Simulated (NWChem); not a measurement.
# C₃H₇FSi; SMILES C/C(F)=C/[SiH3]

```xyz
12

C     -0.5548     2.3467     0.0000
C     -0.0836     0.9316     0.0000
F      1.2752     0.8557     0.0000
C     -0.7959    -0.2116     0.0000
Si     0.0084    -1.9075     0.0000
H     -1.6582     2.4005     0.0000
H     -0.1666     2.8823     0.8916
H     -0.1666     2.8823    -0.8916
H     -1.8924    -0.1110     0.0000
H      0.8700    -2.1118    -1.2177
H     -1.0751    -2.9513     0.0000
H      0.8700    -2.1118     1.2177
```
Atoms are numbered in this order, from 1.

Structure relaxed at the PBE-D3(BJ)/def2-SVP level. Not confirmed as a minimum by frequencies.

 Unshifted, non-relativistic core excitations; the lowest 4 roots alone, so stronger bands may lie above.

Q: List the first Si K-edge excitations from BHandHLYP/6-311G** (spherical d), restricted-window TDA (NWChem).

A: 
| state | energy (eV) | dipole oscillator strength | leading excitation (squared amplitude) |
|---|---|---|---|
| S1 | 1823.5 | 0.0027 | 1s of atom 5 or its equivalents → LUMO (0.87) |
| S2 | 1824.0 | 0.0038 | 1s of atom 5 or its equivalents → LUMO+1 (0.62) |
| S3 | 1824.3 | 0.0049 | 1s of atom 5 or its equivalents → LUMO+2 (0.51) |
| S4 | 1824.7 | 0.0001 | 1s of atom 5 or its equivalents → LUMO+3 (0.43) |
